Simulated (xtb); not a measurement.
C$_{4}$H$_{8}$O$_{2}$, charge +1, doublet, at a GFN2-xTB geometry (a state made from the parent by changing its charge; the spin is typed, not shown lowest); GFN1-xTB (xtb).

xtb was given this input:
```
$ xtb mol.xyz --gfn 1 --chrg 1 --uhf 1 --json

# file mol.xyz
14

C      1.24838121     0.56633122     0.05490556
C      0.95109126    -0.88057717     0.44967831
O     -0.15829135    -1.41723176    -0.19263771
C     -1.10562953    -0.50305209    -0.63774859
C     -1.09384294     0.81729805     0.13316473
O      0.15829135     1.41723176     0.19263771
H      2.07764636     0.99644659     0.62759449
H      1.55719393     0.55712742    -1.01008607
H      1.79779810    -1.55014425     0.26147632
H      0.76493273    -0.88889739     1.54280820
H     -0.89358449    -0.26296187    -1.69937506
H     -2.08246681    -0.99858341    -0.60791300
H     -1.79297765     1.55228106    -0.28115781
H     -1.42854218     0.59473184     1.16665293
```

**Question.** Write the output that xtb gives for this input, abridged.

**Answer.** 
```
   ID    Z sym.   atoms
    1    6 C      1, 2, 4, 5
    2    8 O      3, 6
    3    1 H      7-14

           -------------------------------------------------
          |                Calculation Setup                |
           -------------------------------------------------

           -------------------------------------------------
          |                 G F N 1 - x T B                 |
           -------------------------------------------------

          ...................................................
          :                      SETUP                      :
          :.................................................:
          :  # basis functions                  40          :
          :  # atomic orbitals                  40          :
          :  # shells                           28          :
          :  # electrons                        35          :
          :  # halogen bonds                     0          :
          :  max. iterations                   250          :
          :  Hamiltonian                  GFN1-xTB          :
          :  restarted?                      false          :
          :  GBSA solvation                  false          :
          :  PC potential                    false          :
          :  electronic temp.          300.0000000     K    :
          :  accuracy                    1.0000000          :
          :  -> integral cutoff          0.2500000E+02      :
          :  -> integral neglect         0.1000000E-07      :
          :  -> SCF convergence          0.1000000E-05 Eh   :
          :  -> wf. convergence          0.2000000E-04 e    :
          :  Broyden damping             0.4000000          :
          :  net charge                          1          :
          :  unpaired electrons                  1          :
          ...................................................

 iter      E             dE          RMSdq      gap      omega  full diag
   1    -21.7518160 -0.217518E+02  0.720E+00    8.29       0.0  T
   2    -21.8113419 -0.595259E-01  0.439E+00    8.30       1.0  T
   3    -21.8117666 -0.424703E-03  0.935E-01    8.46       1.0  T
   4    -21.8120523 -0.285735E-03  0.397E-02    8.41       1.0  T
   5    -21.8120691 -0.167522E-04  0.585E-04    8.40      45.7  T
   6    -21.8120691 -0.153070E-08  0.205E-04    8.40     130.3  T
   7    -21.8120691 -0.200604E-09  0.254E-05    8.40    1050.4  T
   8    -21.8120691  0.106937E-11  0.802E-06    8.40    3333.5  T

[...]
         :: total energy             -21.632967206364 Eh    ::
[...]
     3O    -0.34765 -0.45091   1.683  4.665  0.000
     4C     0.18854  0.11289   1.014  2.797  0.000
     5C     0.18854  0.11289   1.014  2.797  0.000
     6O    -0.34765 -0.45091   1.683  4.665  0.000
     7H     0.10774  0.17103   0.892  0.000  0.000
     8H     0.12753  0.19154   0.872  0.000  0.000
     9H     0.10774  0.17103   0.892  0.000  0.000
    10H     0.12754  0.19154   0.872  0.000  0.000
    11H     0.12754  0.19154   0.872  0.000  0.000
    12H     0.10774  0.17103   0.892  0.000  0.000
    13H     0.10774  0.17103   0.892  0.000  0.000
    14H     0.12753  0.19154   0.872  0.000  0.000

Wiberg/Mayer (AO) data.
largest (>0.10) Wiberg bond orders for each atom

 ---------------------------------------------------------------------------
     #   Z sym  total        # sym  WBO       # sym  WBO       # sym  WBO
 ---------------------------------------------------------------------------
     1   6 C    3.895 --     6 O    0.992     2 C    0.965     7 H    0.948
                             8 H    0.869
     2   6 C    3.895 --     3 O    0.992     1 C    0.965     9 H    0.948
                            10 H    0.869
     3   8 O    2.246 --     4 C    0.992     2 C    0.992
     4   6 C    3.895 --     3 O    0.992     5 C    0.965    12 H    0.948
                            11 H    0.869
     5   6 C    3.895 --     6 O    0.992     4 C    0.965    13 H    0.948
                            14 H    0.869
     6   8 O    2.246 --     5 C    0.992     1 C    0.992
     7   1 H    0.996 --     1 C    0.948
     8   1 H    0.983 --     1 C    0.869
     9   1 H    0.996 --     2 C    0.948
    10   1 H    0.983 --     2 C    0.869
    11   1 H    0.983 --     4 C    0.869
    12   1 H    0.996 --     4 C    0.948
    13   1 H    0.996 --     5 C    0.948
    14   1 H    0.983 --     5 C    0.869
 ---------------------------------------------------------------------------

Topologies differ in total number of bonds
Writing topology from bond orders to xtbtopo.mol

 dipole moment from electron density (au)
     X       Y       Z
  -0.0000  -0.0000  -0.0000  total (Debye):    0.000

           -------------------------------------------------
          | TOTAL ENERGY              -21.632967206364 Eh   |
          | GRADIENT NORM               0.017070967456 Eh/α |
          | HOMO-LUMO GAP               8.398359377071 eV   |
           -------------------------------------------------

normal termination of xtb
```
